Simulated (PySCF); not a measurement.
**A search over the determinants of TeO**

Unrestricted PBE0; Te cc-pVDZ-PP with ECP28, O cc-pVDZ; scalar-relativistic core potentials (PySCF 2.14). Outer shells of the fragments: Te 4d10 5s2 5p4; O 2s2 2p4.

Followed along the bond (rough minima from three points):

```tsv
2Ms+1	unpaired	⟨S²⟩ at the start	R at minimum (Å)	Te (eV)
3	π ↑↑	2.01	1.86	0.00
1	π ↑↓	1.01	1.86	0.29
1	none	0.00	1.86	1.15
5	σ ↑, π ↑↑↑	6.01	none in the scan	≤ 3.38
```

Solutions found at the starting distance of 1.920 Å, counted from the lowest of them; the search is not exhaustive and high or unbound solutions are not listed, so other states can lie among these:

```csv
2Ms+1,unpaired,term,E (eV),⟨S²⟩,⟨Lz²⟩,μ (D)
3,π ↑↑,³Σ⁻,0.00,2.01,0.00,-2.89
1,π ↑↓,mixed,0.29,1.01,2.01,-2.95
1,none,mixed,1.15,0.00,2.00,-3.04
3,π ↑↑,mixed,2.32,2.01,2.01,-1.54
3,"σ ↑, π ↑",³Π,3.56,2.01,1.01,-2.28
3,"σ ↑, π ↑",³Π,3.68,2.01,1.00,-2.20
1,"σ ↓, π ↑",mixed,3.73,1.37,1.16,-1.84
1,"σ ↓, π ↑",mixed,3.95,1.01,1.00,-2.36
5,"σ ↑, π ↑↑↑",⁵Π,4.13,6.01,1.00,-1.08
3,"σ ↑, π ↑↑↓",mixed,4.89,3.01,3.02,-1.15
```

A term symbol is given only where ⟨S²⟩ and ⟨Lz²⟩ are close to those of a pure state; real π, δ and φ orbitals otherwise mix terms. A positive dipole means Te(−)O(+).

Spin–orbit coupling is left out. Counting both spins, an empty level lies below a filled one in some of these solutions, because spin and occupation are held.
